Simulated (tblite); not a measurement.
Start geometry of `C=CC(=O)[Si@@H](F)OC(C)C` from a force field or distance geometry (Å):
```
atom  x, y, z in Å
C1     4.387    0.225    0.658
C2     3.169    0.321    0.101
C3     2.196   -0.749    0.244
O4     2.463   -1.773    0.876
Si5    0.520   -0.617   -0.514
F6    -0.013   -2.068   -1.211
O7    -0.676   -0.187    0.650
C8    -1.811    0.120   -0.091
C9    -2.290    1.520    0.085
C10   -2.899   -0.931    0.171
H11    4.685   -0.631    1.225
H12    5.039    1.057    0.513
H13    2.871    1.189   -0.448
H14    0.523    0.455   -1.517
H15   -1.587   -0.005   -1.190
H16   -1.474    2.159    0.466
H17   -3.130    1.590    0.818
H18   -2.592    1.907   -0.914
H19   -3.842   -0.540   -0.248
H20   -2.600   -1.812   -0.441
H21   -2.947   -1.216    1.231
```

Task: What comes out of this run: GFN2-xTB geometry optimisation, gas phase in tblite?

Result: 
```
atom  x, y, z in Å
C1     3.798    0.585    1.010
C2     2.568    0.304    0.594
C3     2.279   -0.891   -0.227
O4     3.161   -1.629   -0.622
Si5    0.464   -1.319   -0.668
F6    -0.048   -2.435    0.387
O7    -0.340    0.048   -0.451
C8    -1.695    0.441   -0.572
C9    -1.904    1.647    0.338
C10   -2.646   -0.694   -0.225
H11    4.617   -0.064    0.742
H12    4.028    1.445    1.616
H13    1.719    0.924    0.841
H14    0.326   -1.984   -1.949
H15   -1.848    0.739   -1.619
H16   -1.196    2.432    0.084
H17   -1.747    1.357    1.374
H18   -2.914    2.031    0.226
H19   -3.675   -0.358   -0.318
H20   -2.487   -1.536   -0.892
H21   -2.469   -1.026    0.794
```

The energy falls by 27.5 kcal/mol over 283 L-BFGS steps, the largest force on an atom goes from 3.17 to 0.008 eV/Å, and the atoms move by 1.138 Å rms after alignment. The bond that changes most is Si5–O7 (fluorine-bound silicon to silyl ether oxygen), which shortens by 0.123 Å. Bonds longer at the end by more than 0.005 Å: 7 of 20; shorter: 13. Among the angles that change most is Si5–O7–C8, from 105.2° to 134.9°. Among the dihedrals that turn most is C2–C3–Si5–H14, from 16° to 149°. Rotational constants go from 2169, 583.8, 511.7 to 1791, 678.2, 538.9 MHz. The orientation of the end geometry is arbitrary; only internal coordinates are fixed.

Its lowest GFN2-xTB frequency is 8i cm⁻¹, too small to tell a flat minimum from a shallow saddle. The numbers are those of one conformer.

These are computed values.
